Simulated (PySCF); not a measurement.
Isomers of C3H11PSi2, one GFN2-xTB conformer each. Single-point energies are computed at CAM-B3LYP/def2-SVPD (PySCF, gas phase, no added dispersion term), electronic only.

```csv
SMILES,GFN2-xTB relative energy (kcal/mol)
C[C@@H]1[SiH2]C[Si@H]1P,0.0
C[Si]1(P)C[SiH2]C1,3.8
C[SiH2]/C=C/[SiH2]P,5.1
C=C[SiH2][Si@H](C)P,13.2
```

Conformers: `[CH3:1][C@@H:2]1[SiH2:3][CH2:4][Si@H:5]1[PH2:6]` with C4–Si5–P6–H 180° and -87°; `[CH3:1][Si:2]1([PH2:3])[CH2:4][SiH2:5][CH2:6]1` with C1–Si2–P3–H 159° and 67°; `[CH3:1][SiH2:2]/[CH:3]=[CH:4]/[SiH2:5][PH2:6]` with C1–Si2–C3–C4 161°, C3–C4–Si5–P6 3°, C4–Si5–P6–H 172° and 79°; `[CH2:1]=[CH:2][SiH2:3][Si@H:4]([CH3:5])[PH2:6]` with C1–C2–Si3–Si4 97°, C2–Si3–Si4–C5 60°, Si3–Si4–P6–H 44° and -48°.

Task: What does CAM-B3LYP/def2-SVPD give for the same structures?

Result: 
```tsv
SMILES	CAM-B3LYP/def2-SVPD E (Eh)	CAM-B3LYP/def2-SVPD (kcal/mol)	GFN2-xTB (kcal/mol)	point group
C[Si]1(P)C[SiH2]C1	-1040.86397	0.0	3.8	–
C[C@@H]1[SiH2]C[Si@H]1P	-1040.84381	12.6	0.0	C1
C=C[SiH2][Si@H](C)P	-1040.82880	22.1	13.2	C1
C[SiH2]/C=C/[SiH2]P	-1040.82793	22.6	5.1	C1
```

GFN2-xTB puts C[C@@H]1[SiH2]C[Si@H]1P lowest instead; measured from each level's own lowest isomer, the values differ by up to 17.5 kcal/mol (C[SiH2]/C=C/[SiH2]P: 5.1 against 22.6). As drawn, the lowest has a four-membered ring, which the highest lacks; the highest has a C=C bond outside aromatic rings, which the lowest lacks. Neighbours under 2.5 kcal/mol apart (C=C[SiH2][Si@H](C)P and C[SiH2]/C=C/[SiH2]P) can change places with a better method, another conformer or zero-point energy.

Task: Which frontier levels, dipoles and rotational constants go with these structures?

Result: 
```tsv
SMILES	HOMO (eV, CAM-B3LYP/def2-SVPD)	LUMO (eV)	dipole (D)	A, B, C (MHz)
C[Si]1(P)C[SiH2]C1	-8.33	0.97	0.96	2652, 1188, 1027
C[C@@H]1[SiH2]C[Si@H]1P	-8.56	0.72	0.72	2704, 1201, 987.6
C=C[SiH2][Si@H](C)P	-8.30	0.43	1.04	2054, 1108, 907.7
C[SiH2]/C=C/[SiH2]P	-8.66	0.23	0.66	3315, 699.5, 592.4
```
